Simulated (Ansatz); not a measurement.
`C[CH](C)[Ge][OH]` + H₂ → `C[CH](C)[GeH]` + H₂O at 500 K and 1 bar (hydrogenolysis of a Ge–O bond).

Gas-phase electronic energies from Ansatz, PBE0-D4/def2-TZVP geometries. CCSD(T)/CBS is the MP2 limit (def2-TZVPP, def2-QZVPP) plus CCSD(T) − MP2 in def2-TZVPP, frozen cores. This one scheme is used for every species. For Ge outer-core shells are correlated without core-valence functions, which leaves a few kJ/mol of doubt a bond. Scalar relativity is left out up to krypton. One conformer a species, not always the lowest.

```csv
species,CCSD(T)/CBS energy (Eh),H − E (kJ/mol),S (J/(mol·K))
`C[CH](C)[Ge][OH]`,-2270.27219,329.5,431.7
H₂,-1.17544,41.0,145.5
`C[CH](C)[GeH]`,-2195.04052,303.2,402.1
H₂O,-76.37941,73.2,206.3
```

H − E and S are ideal-gas, rigid-rotor, harmonic terms from PBE0-D4/def2-TZVP, for one conformer and one mirror image of each species. For small species the MP2-based limit differs from directly extrapolated CCSD(T) by up to some mEh (0.8 for H₂); such offsets cancel only in part. 1 Eh = 2625.50 kJ/mol, R = 8.31446 J/(mol·K).

Problem. By hand: ΔE, ΔH, ΔS and ΔG.

Solution. ΔE = (-2195.04052) + (-76.37941) − (-2270.27219) − (-1.17544) = 0.02770 Eh = 72.7 kJ/mol. Δ(H − E) = 303.2 + 73.2 − 329.5 − 41.0 = 5.9, so ΔH = 78.6 kJ/mol. ΔS = 402.1 + 206.3 − 431.7 − 145.5 = 31.2 J/(mol·K). ΔG = 78.6 − 500 × (31.2)/1000 = 63.0 kJ/mol.

Problem. By hand: the equilibrium constant, and the temperature at which ΔG would vanish if ΔH and ΔS stayed fixed.

Solution. log₁₀ K = −ΔG/(RT ln 10) = -6.6. ΔG = 0 at ΔH/ΔS = 2519 K, far beyond where these terms or the molecules hold.

ΔH outweighs TΔS. A doubt of 5 kJ/mol in ΔE shifts log₁₀ K by 0.5 here. Other conformers and mirror images would add mixing entropy, several J/(mol·K) or more a flexible species. Modes under 60 cm⁻¹, often nearly free rotors, make the harmonic entropy too high. These are equilibria of isolated gas molecules and say nothing of rates. Largest T1 diagnostic: 0.013 (customary marks: 0.02 for closed shells, 0.045 for open ones).
